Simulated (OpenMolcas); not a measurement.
## Fe⁵⁺: effect of the active space

| Property | Result |
| --- | --- |
| Program | OpenMolcas 26.06 |
| Method | CASSCF or its RAS form |
| Basis | ANO-R2 |
| Scalar Hamiltonian | X2C, finite nucleus |
| Spin-orbit coupling | state interaction with AMFI integrals over the reference wave functions, term energies averaged over their components |

A. 3 electrons in 5 orbitals (3d); 2S+1 = 4 even, 10 roots; 2S+1 = 2 even, 40 roots; cost roughly 14 core-seconds
B. 9 electrons in 8 orbitals (RAS1 3p, at most 2 holes; RAS2 3d); 2S+1 = 4 even, 10 roots; 2S+1 = 2 even, 40 roots; cost roughly 40 core-seconds
C. 3 electrons in 10 orbitals (3d 4d); 2S+1 = 4 even, 10 roots; 2S+1 = 2 even, 40 roots; cost of the order of 16 core-seconds

Energies in cm⁻¹ above 3d³ ⁴F_3/2, the measured ground level; measured values from Corliss and Sugar, J. Phys. Chem. Ref. Data 11, 135 (1982).

```json
{"Level": "3d³ ⁴F_3/2", "A": "0.0", "B": "0.0", "C": "0.0", "Measured": "0.0"}
{"Level": "3d³ ⁴F_5/2", "A": "511", "B": "526", "C": "515", "Measured": "511"}
{"Level": "3d³ ⁴F_7/2", "A": "1203", "B": "1236", "C": "1212", "Measured": "1188"}
{"Level": "3d³ ⁴F_9/2", "A": "2055", "B": "2106", "C": "2071", "Measured": "2001"}
{"Level": "3d³ ⁴P_1/2", "A": "23174", "B": "21758", "C": "22807", "Measured": "18738"}
{"Level": "3d³ ⁴P_3/2", "A": "23365", "B": "21928", "C": "23004", "Measured": "18942"}
{"Level": "3d³ ²G_7/2", "A": "23867", "B": "23869", "C": "23363", "Measured": "20616"}
{"Level": "3d³ ⁴P_5/2", "A": "23993", "B": "22612", "C": "23650", "Measured": "19611"}
{"Level": "3d³ ²G_9/2", "A": "24557", "B": "24601", "C": "24070", "Measured": "21315"}
{"Level": "3d³ ²P_1/2", "A": "31405", "B": "28448", "C": "30859", "Measured": "26496"}
{"Level": "3d³ ²H_9/2", "A": "31508", "B": "33156", "C": "30875", "Measured": "28724"}
{"Level": "3d³ ²P_3/2 [74 %]", "A": "31523", "B": "28499", "C": "30932", "Measured": "26215"}
{"Level": "3d³ ²H_11/2", "A": "32015", "B": "33698", "C": "31404", "Measured": "29203"}
{"Level": "3d³ ²D_3/2(1)", "A": "34507", "B": "31242", "C": "33795", "Measured": "28628"}
{"Level": "3d³ ²D_5/2(1)", "A": "34811", "B": "31557", "C": "34079", "Measured": "28484"}
{"Level": "3d³ ²F_7/2", "A": "53866", "B": "52764", "C": "52940", "Measured": "46217"}
{"Level": "3d³ ²F_5/2", "A": "54169", "B": "53073", "C": "53243", "Measured": "46604"}
{"Level": "3d³ ²D_5/2(2)", "A": "84078", "B": "78340", "C": "82069", "Measured": "71708"}
{"Level": "3d³ ²D_3/2(2)", "A": "84438", "B": "78773", "C": "82397", "Measured": "72049"}
```

Deviations, from unrounded energies. A percentage is the sum of absolute deviations over the sum of measured energies, with the sign that they share, or ± where signs differ.

| Against measurement | Levels | A | B | C |
| --- | --- | --- | --- | --- |
| mean absolute deviation (cm-1) | 18 | 4900 | 3400 | 4200 |
| fine structure of the ground term (%) | 3 | ±1.9 | +4.5 | +2.7 |
| other terms of the ground configuration (%) | 15 | +17.4 | +12.1 | +15.1 |

B lies closest to measurement on these levels and A furthest from it. The largest miss of B in the table is 3d³ ²D_3/2(2), by +6700 cm-1. The ranking rests on the paired levels alone, and a cruder setting can come out closer through cancelling errors.

Among A to C the level of the table that moves most is 3d³ ²D_5/2(2), by 5700 cm-1 (lowest in B, highest in A).

Without dynamic correlation excited terms often stand tens of per cent too high (terms of higher spin than the ground term too low), and those without a measured partner can miss by more than the paired ones. Active for correlation alone: 3p; no level in the range computed is led by a configuration that opens it, so any true level of that kind is missing (holds for B). Active for correlation alone: 4d; no level in the range computed is led by a configuration that fills it, so any true level of that kind is missing (holds for C). Measured partners are found by configuration, term and J. A level has none where our copy of the source lacks it or the pairing is in doubt (some pairs that miss far off the trend of their configuration count as doubtful), and it then counts in no deviation. Only configurations of the active space appear.

A share in square brackets marks a mixed level and gives the weight of the term that names it, the lowest over the columns. A number in round brackets counts repeated terms of one configuration in the order of the reference energies.
